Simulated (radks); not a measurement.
Q: Excited configurations of neutral erbium: one electron is placed in a higher orbital outside [Xe] 4f12 6s1. The ground configuration is [Xe] 4f12 6s2. All-electron calculation, scalar-relativistic Kohn-Sham, LDA (Slater exchange, Perdew-Wang correlation), spin-polarised, spherical densities, finite nucleus; open shells are filled with parallel spins first (spin-orbit coupling, left out, can overturn this in heavy ions); Fermi nuclear charge, rms radius 5.2516 fm. Program: a radial shooting solver on a logarithmic mesh with Libxc functionals. Excitation = E - E(ground); binding = E(ion) - E, where the ion is the core of charge +1; n* = 1/sqrt(2 binding) in atomic units, and the quantum defect is n - n*.

outer orbital  excitation (eV)  binding (eV)     n*  quantum defect  eigenvalue (eV)  <r> (bohr)
5d                       2.450         3.924  1.862           3.138           -1.124       3.760
5f                       5.421         0.953  3.778           1.222           -0.457       16.42
6p                       2.425         3.949  1.856           4.144           -2.088       5.324
6f                       5.711         0.663  4.532           1.468           -0.384       27.90
7s                       4.044         2.330  2.417           4.583           -1.419       9.473
7p                       4.695         1.678  2.847           4.153           -1.004       12.37
7d                       5.429         0.945  3.795           3.205           -0.560       20.95
7f                       5.893         0.480  5.323           1.677           -0.301       42.00

Estimate the row for 6d.

A: excitation (eV) 4.836; binding (eV) 1.538; n* 2.975; quantum defect 3.025; eigenvalue (eV) -0.775; <r> (bohr) 11.20. The Delta-SCF ionisation energy is 6.374 eV (NIST Atomic Spectra Database: 6.108 eV, measured). Self-interaction in the functional shifts the binding energies and quantum defects, so they are the method's values and not measured ones. Open shells are spherical and high-spin; term and fine-structure splittings are not resolved. Spin-orbit splitting is averaged out at the scalar-relativistic level.
